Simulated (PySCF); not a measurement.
4,4-difluorobut-1-yne (C₄H₄F₂), SMILES C#CCC(F)F. Geometry optimised at PBE-D3(BJ)/def2-SVP. Other conformers were not sampled.

Calculation: PBE-D3(BJ)/def2-SVP (PySCF 2.14.0).

Harmonic wavenumbers (cm⁻¹): 86, 139, 334, 341, 416, 511, 564, 648, 665, 851, 976, 1028, 1086, 1112, 1191, 1253, 1354, 1361, 1374, 2177, 2975, 2983, 3031, 3408. Rotational constants (GHz): 8.590, 2.062, 1.756; symmetry number 1.

### Question
Work out the zero-point energy and the ideal-gas rigid-rotor harmonic-oscillator thermochemistry at 298.15 K and 1 atm.

### Answer
ZPE = ½ Σ hcν = ½ × 29864 cm⁻¹ = 42.69 kcal/mol. H − E(el) = 47.18 kcal/mol. Entropy in cal/(mol K): translation 39.41, rotation 26.74, vibration 12.41, total 78.56. G − E(el) = 23.76 kcal/mol. Cp = 23.26 cal/(mol K). Modes under 150 cm⁻¹ make the vibrational entropy uncertain.
